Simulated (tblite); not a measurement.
Species: C4H9Si2 (doublet state).
Atom-mapped SMILES: `[CH2:1]=[C:2]/[C:3]([SiH3:4])=[CH:5]/[SiH3:6]` (hydrogens: H7, H8 on C1; H9, H10, H11 on Si4; H12 on C5; H13, H14, H15 on Si6)

The geometry is computed with GFN2-xTB (gas phase). This method treats the open shell by occupation alone, without spin polarisation.

(1) List the bond lengths, angles and torsions at this level.

## Answers

(1) 
| bond | length (Å) |
| --- | --- |
| C1=C2 | 1.290 |
| C2–C3 | 1.337 |
| C3–Si4 | 1.901 |
| C3=C5 | 1.399 |
| C5–Si6 | 1.856 |
| C1–H7 | 1.082 |
| C1–H8 | 1.082 |
| Si4–H9, Si4–H10, Si4–H11 | 1.464 |
| C5–H12 | 1.085 |
| Si6–H13, Si6–H14, Si6–H15 | 1.469 |

Bonds in one row agree within 0.01 Å and their mean is given. A selection of angles:
| angle | degrees |
| --- | --- |
| C2–C1–H7 | 122.4 |
| C2–C1–H8 | 122.3 |
| H7–C1–H8 | 115.2 |
| C1–C2–C3 | 178.2 |
| C2–C3–Si4 | 115.8 |
| C2–C3–C5 | 121.4 |
| Si4–C3–C5 | 122.8 |
| C3–Si4–H9 | 109.4 |
| C3–Si4–H11 | 107.6 |
| H9–Si4–H10 | 110.5 |
| H9–Si4–H11 | 110.4 |
| C3–C5–Si6 | 126.6 |
| C3–C5–H12 | 115.7 |
| Si6–C5–H12 | 117.7 |
| C5–Si6–H13 | 107.6 |
| C5–Si6–H14 | 111.3 |
| H13–Si6–H14 | 109.5 |
| H14–Si6–H15 | 108.1 |

Torsions: C2–C3–C5–Si6 179° (antiperiplanar). The mirror-image conformer, all signs reversed, is as good.

C5 (carbon bonded to C, Si and H) is planar (angles 126.6°, 117.7° and 115.7°, sum 360.0°, 0.01 Å off the plane of its three neighbours). Of the pairs four or more bonds apart, Si4···H14 is among the closest relative to their van der Waals radii: 3.40 Å, 103 % of the sum of Bondi's values. The C–C distances run from 1.290 Å (C1=C2, drawn double in a drawing that doesn't fit all lengths) to 1.399 Å (C3=C5, drawn double in a drawing that doesn't fit all lengths), a spread of 0.109 Å. C3 (carbon bonded to 2 C and Si) is planar (angles 122.8°, 121.4° and 115.8°, sum 360.0°, 0.01 Å off the plane of its three neighbours). C1 (carbon bonded to C and 2 H) is planar (angles 122.4°, 122.3° and 115.2°, sum 360.0°, 0.00 Å off the plane of its three neighbours). The C–Si distances run from 1.856 Å (C5–Si6, drawn single in a drawing that doesn't fit all lengths) to 1.901 Å (C3–Si4, drawn single in a drawing that doesn't fit all lengths), a spread of 0.045 Å. Si6 (silicon bonded to C and 3 H) is tetrahedral (angles from 107.6° to 111.7°).

Its GFN2-xTB frequencies are all real (lowest 50 cm⁻¹).
